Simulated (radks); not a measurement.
Q: Radial electron density D(r) = 4 pi r^2 rho(r) of an atom or ion with 68 electrons. Method: scalar-relativistic Kohn-Sham, BLYP, spin-polarised, spherical densities, point nucleus; computed with a radial shooting solver on a logarithmic mesh with Libxc functionals.

r (bohr),D(r) (e/bohr),spin D(r)
0.003003,27.33,0.0000288
0.003496,33.25,0.0000348
0.004102,40.40,0.0000417
0.004776,47.97,0.0000489
0.005604,56.56,0.0000566
0.006524,64.97,0.0000637
0.007595,73.18,0.0000699
0.008913,80.94,0.0000750
0.01038,86.78,0.0000779
0.01218,90.62,0.0000789
0.01418,91.67,0.0000783
0.01664,90.08,0.0000779
0.01937,86.75,0.0000798
0.02255,83.10,0.0000857
0.02646,81.07,0.0000941
0.0308,82.89,0.0000938
0.03614,89.92,0.0000598
0.04208,100.7,-0.0000384
0.04938,113.0,-0.000227
0.05749,121.1,-0.000393
0.06692,121.7,-0.000136
0.07853,113.8,0.00184
0.09143,102.2,0.00806
0.1073,93.52,0.0251
0.1249,94.31,0.0610
0.1466,103.0,0.137
0.1706,109.5,0.267
0.1986,104.6,0.478
0.2331,85.60,0.808
0.2714,63.93,1.23
0.3185,50.94,1.74
0.3708,51.94,2.21
0.4351,58.57,2.56
0.5065,59.22,2.67
0.5897,50.80,2.54
0.692,37.09,2.21
0.8056,25.78,1.79
0.9453,18.40,1.32
1.101,14.46,0.920
1.291,11.31,0.565
1.503,8.292,0.315
1.75,5.437,0.154
2.054,3.140,0.0625
2.391,1.817,0.0236
2.806,1.133,0.00742
3.267,0.8384,0.00117
3.834,0.6460,-0.00215
4.463,0.4713,-0.00353
5.195,0.3008,-0.00347
6.097,0.1565,-0.00247
7.098,0.06903,-0.00139
8.329,0.02314,-0.000580
9.697,0.006428,-0.000197
11.38,0.001255,-0.0000475
13.25,0.0001958,-0.00000906

What is the nuclear charge?

A: Z = 68. The innermost maximum, from 1s, lies near gamma/Z bohr with gamma = sqrt(1 - (Z/c)^2) = 0.868, here 0.0128 bohr (found: 0.0140), and its height grows with Z. The density is that of neutral erbium in [Xe] 4f12 6s2; the configuration itself is not fixed sharply by these data, and Z only to a few units. D(r) has 4 maxima, at r = 0.0140, 0.0628, 0.175, 0.475 bohr, and minima at 0.0269, 0.114, 0.337 bohr, inside which lie 1.93, 11.13, 29.55 electrons.
